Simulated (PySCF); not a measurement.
SMILES [CH3][Ge]([CH3])([SiH2][SiH2]Cl)[CH3] (GFN2-xTB optimised geometry):

```
20

Si     1.852     0.795     0.000
Cl     1.314     2.753     0.000
Si     0.853    -0.266     1.805
Ge    -1.521    -0.262     1.737
C     -2.330    -0.369     3.554
C     -2.214    -1.812     0.695
C     -2.228     1.382     0.869
H      1.439     0.284    -1.311
H      3.315     0.795     0.000
H      1.304     0.322     3.075
H      1.343    -1.653     1.850
H     -2.018    -1.275     4.067
H     -3.416    -0.374     3.491
H     -2.033     0.480     4.163
H     -1.864    -1.780    -0.333
H     -1.887    -2.753     1.130
H     -3.300    -1.811     0.679
H     -1.888     1.459    -0.160
H     -1.898     2.274     1.394
H     -3.315     1.380     0.863
```

Computed with PySCF with CAM-B3LYP/def2-SVP.

**Question.** What are the frontier orbital energies and the dipole moment?

**Answer.** HOMO-2 -9.59 eV, HOMO-1 -9.39 eV, HOMO -8.83 eV, LUMO 0.92 eV, LUMO+1 1.18 eV; dipole moment 1.53 D.

On the same geometry PBE/def2-SVP run with PySCF gives HOMO-2 -7.03 eV, HOMO-1 -6.87 eV, HOMO -6.51 eV, LUMO -1.04 eV, LUMO+1 -0.73 eV; dipole moment 1.55 D.

Meta-Löwdin charges at CAM-B3LYP/def2-SVP: Si1 0.47, Cl2 -0.29, Si3 0.12, Ge4 0.58, C5 -0.49, C6 -0.49, C7 -0.49, H8 -0.10, H9 -0.10, H10 -0.07, H11 -0.08, H12 0.10, H13 0.11, H14 0.11, H15 0.10, H16 0.10, H17 0.11, H18 0.10, H19 0.11, H20 0.10.
